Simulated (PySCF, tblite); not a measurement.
Isomers of C4H9P2Si (doublet state), one GFN2-xTB conformer each. Single-point energies are computed at B3LYP/pcH-1 (PySCF, gas phase, no added dispersion term), electronic only. GFN2-xTB treats the open shell by occupation alone, and not every SCF solution was tested for stability.

```json
{"SMILES": "C=C/C=C\\[Si](P)P", "GFN2-xTB relative energy (kJ/mol)": "0.0"}
{"SMILES": "C=C/C=C\\[Si@@H]([PH])P", "GFN2-xTB relative energy (kJ/mol)": "9.6"}
```

Conformers: `[CH2:1]=[CH:2]/[CH:3]=[CH:4]\[Si:5]([PH2:6])[PH2:7]` (doublet state) with C1–C2–C3–C4 179°, C3–C4–Si5–P6 153°, C4–Si5–P6–H 63° and 156°, C4–Si5–P7–H -100° and 167°; `[CH2:1]=[CH:2]/[CH:3]=[CH:4]\[Si@@H:5]([PH:6])[PH2:7]` (doublet state) with C1–C2–C3–C4 180°, C3–C4–Si5–P6 54°, C4–Si5–P6–H 32°, C4–Si5–P7–H 179° and -88°.

Q: What does B3LYP/pcH-1 give for the same structures?

A: 
```csv
SMILES,B3LYP/pcH-1 E (Eh),B3LYP/pcH-1 (kJ/mol),GFN2-xTB (kJ/mol),point group
C=C/C=C\[Si@@H]([PH])P,-1130.02288,0.0,9.6,C1
C=C/C=C\[Si](P)P,-1130.01588,18.4,0.0,C1
```

GFN2-xTB puts C=C/C=C\[Si](P)P lowest instead. Neighbours under 21 kJ/mol apart (C=C/C=C\[Si@@H]([PH])P and C=C/C=C\[Si](P)P) can change places with a better method, another conformer or zero-point energy.

Q: What happens when harmonic zero-point energies from GFN2-xTB frequencies are added?

A: 
```json
{"SMILES": "C=C/C=C\\[Si@@H]([PH])P", "ZPE (kJ/mol)": "282.7", "electronic (kJ/mol)": "0.0", "with ZPE (kJ/mol)": "0.0"}
{"SMILES": "C=C/C=C\\[Si](P)P", "ZPE (kJ/mol)": "286.8", "electronic (kJ/mol)": "18.4", "with ZPE (kJ/mol)": "22.5"}
```

The zero-point energies span 4.1 kJ/mol. The order is unchanged.

Q: As an exercise, what shares would exp(−E/RT) give at 2000 K from these electronic energies alone (no entropy, no degeneracies)?

A: RT = 16.629 kJ/mol: C=C/C=C\[Si@@H]([PH])P 75.1 %, C=C/C=C\[Si](P)P 24.9 %.
